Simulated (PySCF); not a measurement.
Vertical excitations of a molecule C5H5Cl from PySCF with TDDFT-PBE/def2-SVPD, as energy in eV (oscillator strength): 3.96 (0.000), 5.10 (0.548), 5.15 (0.005), 5.22 (0.005), 6.03 (0.045), 6.04 (0.180), 6.20 (0.335), 6.38 (0.022), 6.47 (0.003), 6.50 (0.002). Lowest triplet (TDA): 3.09 eV. Geometry optimised at PBE0-D3(BJ)/def2-SVP. One conformer was computed; it need not be the lowest.

Question: Which structure fits?
A. C#CC/C=C/Cl
B. C=CC=C=CCl
C. C#C[C@H]1C[C@H]1Cl
D. C#CCC(=C)Cl

Answer: B, C=CC=C=CCl
